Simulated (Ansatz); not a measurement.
Stretching the O3–H4 bond in GeH2O (SMILES [OH][GeH]) (multiplicity 1 held, fragments rigid). Energies count from the point at 0.963 Å.
Geometry at that point (charge 0, multiplicity 1):
```json
[
 {"atom": "Ge", "x (Å)": "-0.2353", "y (Å)": "-0.2010", "z (Å)": "0.2473"},
 {"atom": "H", "x (Å)": "-1.4109", "y (Å)": "-0.0317", "z (Å)": "-0.8587"},
 {"atom": "O", "x (Å)": "1.0252", "y (Å)": "0.6808", "z (Å)": "-0.6889"},
 {"atom": "H", "x (Å)": "0.7380", "y (Å)": "1.0157", "z (Å)": "-1.5451"}
]
```

R- and RO- levels are restricted; in cc, def2 and unpolarised 6-31G sets they are followed outwards from rest. U- levels take the lowest unrestricted solution at each point, which mixes spins at long bonds. Active spaces are followed from a long bond inwards. Curves can end on different states.

Cores are frozen in the correlated methods. Filled d and f shells under p-block atoms count as core.

Programs: Ansatz (Gaussian orbitals). Values without a source in brackets are computed.

Energies in kcal/mol.

```csv
R (Å),U-CCSD/cc-pVDZ,R-CCSD(T)/cc-pVDZ,"CASSCF(4,3)/cc-pVDZ","FIC-MRCISD+Q on CASSCF(4,3)/cc-pVDZ"
0.771,37.9,38.4,37.3,38.2
0.867,7.6,7.8,7.4,7.8
0.963,0.0,0.0,0.0,0.0
1.059,4.2,4.0,4.1,4.0
1.156,14.3,13.7,13.7,13.9
1.300,33.5,32.4,31.6,32.7
1.445,53.3,51.0,48.9,51.3
1.686,80.9,75.6,71.0,76.0
1.926,96.0,90.3,84.2,90.9
2.215,100.8,97.3,91.7,99.3
2.601,101.7,96.8,95.0,102.8
3.082,101.8,91.5,95.9,103.7
```

Doubts at one or more of the structures used: a spin-contaminated determinant (U-CCSD/cc-pVDZ); T1 above 0.05 (U-CCSD/cc-pVDZ, R-CCSD(T)/cc-pVDZ); the program's own flag: large difference (U-CCSD/cc-pVDZ); a restricted determinant that unrestricted orbitals would lower (R-CCSD(T)/cc-pVDZ); other coupled-cluster roots lie near (R-CCSD(T)/cc-pVDZ); active orbitals that take no part (CASSCF(4,3)/cc-pVDZ, FIC-MRCISD+Q on CASSCF(4,3)/cc-pVDZ).

Ansatz is a quantum-chemistry and plane-wave program.
